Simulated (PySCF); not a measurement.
Computed with PySCF 2.14.0 with B3LYP-D3(BJ)/def2-TZVP // M06-2X/def2-TZVP. All species are isolated molecules in the gas phase. B3LYP has the VWN-RPA correlation part, as in Gaussian. Excitations are Tamm–Dancoff values on a coarser integration grid. The basis has no diffuse functions, so Rydberg states are missing or too high.

Reference species (SMILES): `BF` (neutral, multiplicity 1).

The S1 excitation (TDA) comes out as 6.09 eV and the HOMO–LUMO gap is 7.72 eV. The LUMO is -1.44 eV. The HOMO is -9.16 eV.

Changed species: `BC` (X = methyl; the reference has X = fluoro).

Q: Predict the effect on the S1 excitation (TDA), HOMO–LUMO gap, LUMO and HOMO.

A: the S1 excitation (TDA) drops by 0.22 eV, to 5.87 eV; the HOMO–LUMO gap falls by 0.33 eV, to 7.39 eV; the LUMO falls by 0.03 eV, to -1.47 eV; the HOMO rises by 0.30 eV, to -8.86 eV.
